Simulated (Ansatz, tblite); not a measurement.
Removing and adding an electron: Si35H42, a nanocrystal cut from hexagonal silicon. Total charge 0; singlet. Geometry: r2SCAN-D4/def2-SVP. Ansatz, gas phase; energy differences of separate SCF runs; the oxidised species was run as a doublet alone; the reduced species was run as a doublet alone.

Cartesian coordinates in Å:
```
Si -2.963 1.611 -3.398
Si -3.248 -0.242 -1.953
Si 0.314 -2.721 -3.089
Si -0.004 -4.573 -1.652
Si 1.297 4.241 -5.738
Si -0.613 4.534 -4.401
Si 0.802 1.099 -3.287
Si -0.914 2.676 -2.967
Si 0.527 -0.745 -1.838
Si -1.399 -0.466 -0.522
Si 0.031 -3.882 0.592
Si -1.694 -2.319 0.913
Si -0.277 -5.743 2.019
Si -2.212 -5.449 3.324
Si -0.427 6.516 -3.154
Si -0.914 3.364 -0.717
Si -1.183 1.513 0.725
Si -3.108 1.798 2.040
Si -1.681 -1.622 3.158
Si -3.416 -0.069 3.461
Si -1.994 -3.478 4.590
Si 3.242 3.838 -4.479
Si 2.868 2.143 -2.879
Si 2.379 -0.950 -0.405
Si 2.078 -2.806 1.035
Si 1.567 -5.969 3.460
Si 1.290 6.420 -1.550
Si 2.854 2.909 -0.655
Si 1.120 4.449 -0.263
Si 2.604 1.055 0.809
Si 0.678 1.295 2.143
Si 2.108 -2.137 3.290
Si 0.380 -0.566 3.578
Si 1.797 -3.996 4.720
Si -0.143 -3.713 6.021
H -2.994 1.151 -4.824
H -4.083 2.587 -3.198
H -3.405 -1.499 -2.755
H -4.488 -0.064 -1.130
H -0.845 -2.591 -4.031
H 1.555 -2.914 -3.906
H -1.323 -5.223 -1.940
H 1.074 -5.589 -1.880
H 1.088 3.045 -6.615
H 1.488 5.439 -6.618
H -1.810 4.648 -5.301
H 0.746 0.620 -4.710
H -3.012 -2.972 0.609
H -0.420 -6.981 1.180
H -3.420 -5.363 2.443
H -2.380 -6.620 4.244
H -0.212 7.678 -4.076
H -1.710 6.739 -2.412
H -2.056 4.318 -0.513
H -4.300 1.971 1.148
H -2.957 3.044 2.858
H -4.724 -0.734 3.155
H -3.444 0.377 4.892
H -3.238 -3.262 5.403
H 4.310 3.360 -5.417
H 3.728 5.097 -3.832
H 3.965 1.124 -3.001
H 3.611 -1.185 -1.229
H 3.189 -3.785 0.788
H 2.812 -6.222 2.666
H 1.348 -7.131 4.381
H 2.631 6.528 -2.205
H 1.132 7.592 -0.628
H 4.169 3.573 -0.363
H 1.165 4.823 1.190
H 3.814 0.967 1.694
H 0.797 2.530 2.988
H 3.426 -1.490 3.600
H 0.379 -0.077 4.998
H 2.993 -4.112 5.620
H -0.334 -4.910 6.903
H -0.008 -2.501 6.891
```

The xTB rows come from tblite. Single mean-field runs in def2-TZVP are fitted with def2-universal-jkfit. HOMO above LUMO, or a gap near zero within one spin, warns that the state may not be the lowest or that an electron is smeared out.

(1) Estimate orbital energies and vertical ionisation energies and electron affinities at: GFN1-xTB; GFN2-xTB; PBE-D4/def2-TZVP; revPBE-D4/def2-TZVP; PBE0-D4/def2-TZVP.

Answers

(1) 
```csv
level,−HOMO (eV),vertical IE (eV),−LUMO (eV),vertical EA (eV),HOMO–LUMO gap (eV),IE − EA (eV),remarks
GFN1-xTB,11.16,12.20,8.83,7.69,2.32,4.50,–
GFN2-xTB,8.57,9.70,6.01,4.88,2.56,4.82,–
PBE-D4/def2-TZVP,5.86,7.15,2.45,1.38,3.41,5.76,"gap within one spin near zero (+1 doublet), gap within one spin near zero (-1 doublet)"
revPBE-D4/def2-TZVP,5.82,7.21,2.36,1.41,3.46,5.79,"gap within one spin near zero (+1 doublet), gap within one spin near zero (-1 doublet)"
PBE0-D4/def2-TZVP,6.72,7.60,1.77,1.09,4.94,6.51,–
```

   Raw xTB energy differences between charge states are shifted by several eV; the methods need an empirical correction for them. Sets without diffuse functions give affinities that are too small.
